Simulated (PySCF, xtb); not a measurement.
C2H6O3Si, SMILES O[SiH2]OC(=O)C. Other conformers were not sampled.

Harmonic wavenumbers (cm⁻¹) from GFN2-xTB run with xtb 6.7.1 at its own minimum, in rising order: 58, 73, 96, 105, 159, 255, 357, 550, 581, 594, 624, 717, 769, 782, 802, 925, 965, 1004, 1012, 1230, 1363, 1445, 1445, 1776, 2309, 2385, 3028, 3036, 3067, 3655.

What does PySCF 2.14.0 with B3LYP-D3(BJ)/def2-SVP give at its own minimum? (An estimate is asked for; the answer gives what the named calculation found.)

90, 98, 116, 121, 220, 297, 385, 584, 612, 658, 754, 780, 840, 911, 918, 939, 993, 1021, 1053, 1298, 1389, 1437, 1447, 1823, 2259, 2313, 3051, 3129, 3179, 3879. Paired by order, the mean absolute difference is 56 cm⁻¹ and the zero-point energies are 50.3 and 52.3 kcal/mol.
